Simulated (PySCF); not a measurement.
Gas-phase reaction: 2 InH + Cl2 + H2 ⇌ 2 InH2Cl

Method: PySCF energies plus ideal-gas RRHO corrections (1 bar). † marks an energy on the PBE0/def2-TZVP geometry and frequencies. MP2 freezes the core. All species are closed-shell singlets. B3LYP is the form with VWN-RPA correlation. In: scalar-relativistic def2 core potential, no spin-orbit coupling. InH, InH2Cl: computed as isolated molecules; such fragments, hydroxides, amides, oligomers or adducts are transient or little studied in the gas. MP2 isn't extrapolated to the basis-set limit; its ΔH°(298 K) is -482.0 kJ in def2-SVP and -442.7 kJ in def2-TZVPP. The harmonic model lacks anharmonicity and excited electronic states, which grow with temperature; levels with a mode under 35 cm⁻¹ are left out.

```
level               ΔE electronic, kJ  ΔH°(298 K), kJ  ΔS°(298 K), J/K  ΔG°(1600 K), kJ
------------------  -----------------  --------------  ---------------  ---------------
B3LYP/def2-TZVP†                 -390            -380             -216              -37
HF/def2-TZVP†                    -458            -448             -216             -105
MP2/def2-TZVPP†                  -453            -443             -216             -100
PBE0/def2-QZVP†                  -441            -431             -216              -88
ωB97M-V/def2-TZVP†               -452            -442             -216              -99
```
ΔH° is lowest at HF/def2-TZVP† and highest at B3LYP/def2-TZVP†. No reference value is set beside these.
